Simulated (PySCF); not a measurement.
Gas-phase equilibrium of 1 mol HF, 0.82 mol H₂O at 1200 K and 1.00 bar, among 15 species (O₂, F₂, O, F, HO₂, HOF, H₂O, H, FO, H₂O₂, O₃, HF, H₂, F₂O, OH). Only gases are allowed; each row takes one source of thermochemistry for all species, and Cantera finds the minimum.

Computed with PySCF and rigid-rotor harmonic-oscillator thermochemistry at 1 bar. Table values come from the NASA 1993 polynomials. † marks an energy on the PBE0/def2-TZVP geometry and frequencies; other levels use their own. Open shells (unrestricted) among the columns below: O₂ (multiplicity 3), O (multiplicity 3, electronic degeneracy 9), F (multiplicity 2, electronic degeneracy 6), OH (multiplicity 2, electronic degeneracy 4); the rest are closed-shell singlets. Spin-orbit splitting is ignored; it lowers the true energy and changes the entropy of O, F, OH. B3LYP is the form with VWN-RPA correlation. The harmonic model lacks anharmonicity and excited electronic states, which grow with temperature; levels with a mode under 35 cm⁻¹ are left out. The table's entry may be an old estimate for OH (not checked at source).

Molecules larger than those listed are left out. Also missing: (HF)n, which can matter at low temperature or high pressure. Table species left out: FO2, H2F2, H3F3, H4F4.

Mole fractions:

```tsv
thermochemistry	x HF	x H₂O	x OH	x H₂	x O	x O₂	x F
table	0.55	0.45	3.5e-7	4.1e-6	3.5e-11	2.0e-6	9.9e-11
B3LYP/def2-TZVP†	0.55	0.45	1.3e-6	3.2e-5	5.7e-11	1.6e-5	2.7e-10
HF/def2-TZVP†	0.55	0.45	0.0016	0.0015	0.00064	9.1e-8	6.0e-6
M06-2X/def2-TZVP†	0.55	0.45	5.9e-7	1.2e-5	4.7e-11	5.9e-6	2.1e-10
PBE/def2-SVP	0.55	0.45	1.2e-7	0.00016	<1e-12	7.9e-5	4.4e-11
PBE0/def2-QZVP†	0.55	0.45	6.6e-7	8.7e-6	2.6e-11	4.2e-6	1.7e-10
PBE0/def2-SVP†	0.55	0.45	6.9e-7	4.6e-5	3.3e-11	2.3e-5	4.9e-10
```
The most sensitive of these is O: it spans a factor of 10^8.8 over these rows; at this temperature one factor of ten is RT ln 10 = 23 kJ/mol.
